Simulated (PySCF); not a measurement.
F3OSi, SMILES [O][Si](F)(F)F (connectivity only; charge and spin as stated), charge -1, multiplicity 1. Heavy atoms are numbered as in [O:1][Si:2]([F:3])([F:4])[F:5].

Geometry: PBE0-D3(BJ)/def2-SVPD. The multiplicity is an assumed one; other spin states were not compared. The isomer is the one that the SMILES or the coordinates give; other isomers of the formula were not compared.

The numbers are results of PySCF with B3LYP/pcSseg-2, not measurements.

GIAO shieldings, no solvent; atoms alike by connectivity are averaged. δ = σ(ref) − σ: ¹⁷O against H2O (σ = 325.5 ppm); ²⁹Si against TMS (σ = 325.2 ppm); ¹⁹F against CFCl3 (σ = 159.6 ppm), references at their B3LYP-D3(BJ)/def2-TZVP geometries, non-relativistic.

```tsv
nucleus	atoms	count	δ (ppm)
¹⁷O	O1	1	63.9
²⁹Si	Si2	1	-103.4
¹⁹F	F3	3	-178.6
```
